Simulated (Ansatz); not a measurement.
`[CH3][Hf]([OH])([OH])[Br]`. Total charge 0; spin multiplicity 1. Hf: def2 effective core potential. Geometry: relaxed with PBE0-D4/def2-TZVP. It is one conformer, not always the lowest.

```xyz
10

C     0.476   -0.563    1.390
Hf   -0.121   -0.069   -0.681
O    -1.962    0.408   -0.559
O     1.016    1.376   -1.185
Br    0.258   -2.141   -2.088
H     1.530   -0.860    1.432
H     0.344    0.287    2.069
H    -0.121   -1.395    1.780
H    -2.832    0.786   -0.630
H     1.413    2.170   -1.527
```

(1) What is the dipole moment at ωB97M-V/def2-TZVPP? (Estimate.)

(2) And with PBE, r2SCAN, B3LYP? (An estimate is asked.)

(3) Give the Mulliken charges with ωB97M-V, PBE, r2SCAN in def2-TZVPP. (Estimate.)

## Answers

(1) Computed: 3.57 D, with components (-1.10, 3.40, 0.08) D in this frame, pointing from negative to positive charge.

(2) Computed: PBE 3.45 D, r2SCAN 3.53 D, B3LYP 3.48 D.

(3) The calculation gave: 
| atom | ωB97M-V | PBE | r2SCAN |
| --- | --- | --- | --- |
| C1 | -0.55 | -0.45 | -0.43 |
| Hf2 | 0.93 | 0.82 | 1.03 |
| O3 | -0.39 | -0.36 | -0.45 |
| O4 | -0.39 | -0.36 | -0.45 |
| Br5 | -0.29 | -0.30 | -0.32 |
| H6 | 0.12 | 0.10 | 0.08 |
| H7 | 0.12 | 0.10 | 0.08 |
| H8 | 0.12 | 0.10 | 0.08 |
| H9 | 0.16 | 0.18 | 0.19 |
| H10 | 0.16 | 0.18 | 0.19 |

B3LYP here is the variant with VWN-RPA as its local correlation; programs differ in this.
